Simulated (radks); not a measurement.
Results of a calculation; reference values are marked as such.
Q: Tm X, configuration [Kr] 4d10 4f11 5s2 5d1 (not the ground configuration). Code: a radial shooting solver on a logarithmic mesh with Libxc functionals. Model: Dirac Kohn-Sham, LDA (Slater exchange, VWN5 correlation), spin-unpolarised, spherical densities, finite nucleus; open shells are shared between the two j in proportion to 2j + 1; Fermi nuclear charge, rms radius 5.2256 fm.

Spin-orbit splittings of the eigenvalues, e(l+1/2) - e(l-1/2), with zeta = 2 splitting/(2l+1) and mean radii in bohr:

shell  occ.  splitting (eV)  zeta (eV)  <r> j=l-1/2  <r> j=l+1/2
2p        6           979.3      652.8      0.07009      0.07748
3p        6           206.8      137.8       0.2104       0.2243
3d       10           45.24      18.10       0.1973       0.2016
4p        6           47.16      31.44       0.5047       0.5363
4d       10           8.670      3.468       0.5598       0.5706
4f       11           1.446     0.4132       0.6634       0.6704
5p        0           9.003      6.002        1.186        1.247
5d        1               ?          ?        1.449        1.468

Estimate the 5d splitting.

A: 1.423 eV (zeta = 0.5691 eV).
